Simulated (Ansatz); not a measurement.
Ideal-gas functions of `[CH3][Ge]([F])([F])[F]` at 800 K and 1 bar, from an Ansatz frequency run at PBE0-D4/def2-TZVP.

Molar mass 144.64 g/mol, point group C3v (symmetry number 3), electronic degeneracy 1, moments of inertia 144.471, 157.221, 157.233 u Å². Harmonic wavenumbers (cm⁻¹, unscaled): 86, 170, 170, 238, 238, 277, 631, 739, 746, 746, 830, 830, 1279, 1447, 1447, 3081, 3182, 3182.

Use S(trans) = R[1.5 ln M + 2.5 ln T − 1.1517]; rotational temperatures θ = 24.2544 K / I; S(rot) = R[ln(√π/σ · √(T³/θAθBθC)) + 1.5]; for each mode x = 1.438777 ν̃/T, S = R[x/(eˣ − 1) − ln(1 − e⁻ˣ)] and H = RT x/(eˣ − 1); 1 cm⁻¹ = 0.0119627 kJ/mol; R = 8.31446 J/(mol·K).

By hand: the entropy, in J/(mol·K).

Translation 191.4. Rotation: θ = 0.1679, 0.1543, 0.1543 K, giving 114.4. Vibration, mode by mode: 23.84, 18.20, 18.20, 15.43, 15.43, 14.19, 7.70, 6.54, 6.47, 6.47, 5.71, 5.71, 3.01, 2.37, 2.37, 0.21, 0.18, 0.18, in all 152.2. Electronic 0.0. Sum 458.0 J/(mol·K).

By hand: H − E and G − E in kJ/mol, counted from the electronic energy.

Zero-point energy ½ × 19319 × 0.0119627 = 115.6; thermal vibration 57.0; translation, rotation and pV give 4 RT = 26.6. H − E = 199.2 kJ/mol, and G − E = 199.2 − 800 × 458.0/1000 = -167.2 kJ/mol.

Vibration gives 33 % of the entropy, 23.8 J/(mol·K) of it from the mode under 150 cm⁻¹: soft modes count most, and the harmonic formula is weakest for them.
